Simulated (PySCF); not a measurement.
# Electron correlation in N⁵⁺ (nitrogen, charge +5)

1s2, closed-shell 1S. Calculation: PySCF 2.14, in an uncontracted even-tempered set (17 s from 1.7 bohr⁻², ratio 2.2; 7 p from 2.7 bohr⁻², ratio 2.4; 4 d from 8.1 bohr⁻², ratio 2.4; 3 f from 12 bohr⁻², ratio 2.4; 3 g from 18 bohr⁻², ratio 2.4); the spin-free X2C one-electron Hamiltonian (Gaussian nucleus). Frozen: nothing; 2 electrons correlated; the 13 highest virtual orbitals of each spin left out.

With two correlated electrons CCSD is exact within the correlated space (frozen core and kept virtual orbitals).

```csv
level,correlation energy (mhartree)
CCSD,-44.88
```

Diagnostics: T1 = 5.4e-05, D1 = 0.0001, largest double amplitude 0.006.

Cost of the coupled-cluster step: about 5 core-seconds, for 2 correlated electrons.
